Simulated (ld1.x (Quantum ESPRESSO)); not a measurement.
# Reading a pseudo-wave (aluminium)

Columns: radius, all-electron u(r) and pseudo u(r) of the 3p shell (level -5.78 eV) of aluminium in the configuration [Ne] 3s2 3p0.5; LDA (PZ), scalar-relativistic, ultrasoft scheme, ld1.x (Quantum ESPRESSO) 7.5.

```
r (bohr)  all-electron   pseudo
   0.123        0.1091  -0.0053
   0.245        0.2141  -0.0207
   0.368        0.2410  -0.0458
   0.490        0.2081  -0.0789
   0.613        0.1405  -0.1191
   0.735        0.0574  -0.1640
   0.858       -0.0314  -0.2124
   0.980       -0.1178  -0.2615
   1.103       -0.1994  -0.3106
   1.225       -0.2730  -0.3573
   1.348       -0.3389  -0.4011
   1.470       -0.3958  -0.4405
   1.593       -0.4448  -0.4755
   1.715       -0.4854  -0.5054
   1.838       -0.5187  -0.5306
   1.960       -0.5448  -0.5510
   2.083       -0.5646  -0.5672
   2.205       -0.5784  -0.5791
   2.328       -0.5871  -0.5871
   2.450       -0.5911  -0.5911
   2.573       -0.5910  -0.5910
   2.695       -0.5874  -0.5874
   2.818       -0.5807  -0.5807
   2.940       -0.5715  -0.5715
   3.063       -0.5600  -0.5600
   3.185       -0.5468  -0.5468
```

Problem. How many radial nodes do the two functions have?

Solution. The all-electron 3p function has n − l − 1 = 1; the pseudo-wave has 0, since the states of the same l below it are removed with the core.

Problem. At about which radius was the pseudo-wave matched?

Solution. 2.45 bohr. The columns agree to 0.0005 from 2.33 bohr on; several derivatives are matched, so the curves merge somewhat inside the radius.

Problem. Where does each function peak?

Solution. Outermost all-electron maximum near 2.45 bohr, pseudo maximum near 2.45 bohr (to the table’s step).

Problem. Is the pseudo-wave norm-conserving?

Solution. No, it belongs to an ultrasoft set: the norm inside the radius is not constrained, and the difference is carried by the augmentation charge.
